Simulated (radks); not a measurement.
Values are calculated unless marked as measured or tabulated.
Isoelectronic series with 28 electrons, each ion in its NIST ground configuration. Level of theory: scalar-relativistic Kohn-Sham, PBE, spin-polarised, spherical densities, finite nucleus; open shells are filled with parallel spins first; Fermi nuclear charge, rms radius of each element as measured or else 0.836 A^(1/3) + 0.57 fm (a radial shooting solver on a logarithmic mesh with Libxc functionals). Total energies (hartree) and orbital eigenvalues (eV) (* marks an orbital that is empty in some or all of the ions):

ion    configuration  E (hartree)   4s down*     4s up*    3d down      3d up
Ni      [Ar] 3d8 4s2  -1520.56757    -5.4624    -5.8102    -7.7918    -9.7669
As5+       [Ar] 3d10  -2254.58381   -70.0688   -70.0688  -107.2278  -107.2278
Sr10+      [Ar] 3d10  -3148.62008  -187.8881  -187.8881  -303.5652  -303.5652
Tc15+      [Ar] 3d10  -4204.71683  -352.4184  -352.4184  -579.6447  -579.6447
Cd20+      [Ar] 3d10  -5426.33955  -563.4251  -563.4251  -933.4541  -933.4541
I25+       [Ar] 3d10  -6817.84787  -821.5773  -821.5773  -1364.414  -1364.414
Ce30+      [Ar] 3d10   -8384.4791  -1128.018  -1128.018  -1872.430  -1872.430
Eu35+      [Ar] 3d10  -10132.4151  -1484.269  -1484.269  -2457.642  -2457.642
Er40+      [Ar] 3d10  -12069.0213  -1892.241  -1892.241  -3120.336  -3120.336
Ta45+      [Ar] 3d10  -14202.9665  -2354.266  -2354.266  -3860.906  -3860.906
